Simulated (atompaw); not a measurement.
# Pseudopotential generation for gold: PAW (atompaw), LDA (PW92), scalar-relativistic.

```json
{
  "Element": "Au (Z = 79)",
  "Generator": "atompaw 4.2.0.5",
  "Type": "PAW",
  "Functional": "LDA (PW92)",
  "Relativity": "scalar-relativistic",
  "Frozen core": "[Kr] 4d10 4f14",
  "Valence charge": "19",
  "Reference configuration": "5s2 5p6 5d10 6s1 6p0",
  "Partial waves": "5s (bound): rc 1.45 bohr; 6s (bound): rc 1.90 bohr; 5p (bound): rc 1.70 bohr; 6p (bound, empty): rc 1.80 bohr; 5d (bound): rc 1.90 bohr; 5d channel at 1 Ry: rc 1.90 bohr",
  "Local potential": "ultrasoft scheme with l = 3 at 0 Ry, radius 1.30 bohr",
  "Core correction": "smooth core density matched at 1.75 bohr",
  "Augmentation charge": "sinc compensation charge, radius 1.60 bohr; PAW radius 1.90 bohr; waves and projectors: custom rrkj vanderbiltortho"
}
```

Does the generator finish with these settings?

Yes, a potential is produced.

Estimate the cutoffs (Ry, on a coarse ladder) from which the occupation-weighted sum of valence levels, in a spherical-Bessel basis at the reference potential, stays within 10 and 1 mRy of its value at 400 Ry.

40 Ry and 70 Ry.

Does the potential have ghost states?

No extra level below or beside the all-electron valence levels (s, p, d, f tested).

Is the overlap operator S = 1 + Σ q|β⟩⟨β| positive definite (Bessel basis up to 400 Ry)?

Yes: its lowest eigenvalue is 0.06 (p channel).
